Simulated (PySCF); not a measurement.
CH6O3Si2, SMILES O=C([SiH2]O)[SiH2]O.

Coordinates come from a ωB97X-D3(BJ)/def2-SVP optimisation. This is a generated structure with no PubChem entry under its InChIKey; it may be hypothetical. Other conformers were not sampled.

Method: r2SCAN/def2-TZVP (PySCF).

Symmetry labels are those of the subgroup C2v that the program uses (full group C2v).

Q: List the valence orbital energies around the gap with their symmetry. (The exact figures need the calculation; the answer reports its results.)

A: 
| orbital | symmetry | energy (eV) |
|---|---|---|
| HOMO−7 | A1 | -10.19 |
| HOMO−6 | A2 | -9.77 |
| HOMO−5 | A1 | -9.58 |
| HOMO−4 | B2 | -9.58 |
| HOMO−3 | B1 | -8.99 |
| HOMO−2 | B2 | -7.91 |
| HOMO−1 | A2 | -7.82 |
| HOMO | B1 | -6.00 |
| LUMO | B2 | -3.34 |
| LUMO+1 | A1 | -1.15 |
| LUMO+2 | A1 | 0.23 |
| LUMO+3 | B1 | 0.30 |
